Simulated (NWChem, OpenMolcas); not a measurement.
**How basis sets differ on GeH2ClO (SMILES [O][GeH2][Cl])**

GeH2ClO has 5 atoms, charge 0, and is taken as a doublet. As SMILES, `[O][GeH2][Cl]`. The shape is that of a PBE0-D4/def2-TZVP optimisation.

Each level gives the dipole moment (D). The values are calculated.

| level | kind | program | value (D) | CPU time |
| --- | --- | --- | --- | --- |
| ROHF/ANO-RCC-MB (DKH2) | Hartree–Fock | OpenMolcas | 2.75 | 7.9 s |
| UHF/STO-3G | Hartree–Fock | NWChem | 2.84 | 3.2 s |
| UHF/3-21G | Hartree–Fock | NWChem | 3.12 | 6.1 s |
| UHF/def2-SVPD | Hartree–Fock | OpenMolcas | 2.34 | 28 s |

All-electron rows without a relativistic Hamiltonian named are non-relativistic. The values span 2.34 to 3.12 D. Magnitudes only. Sets without polarisation functions give poor dipoles. Times are those of the runs behind each value, whatever else they computed, on shared processors of several kinds: orders of magnitude only.
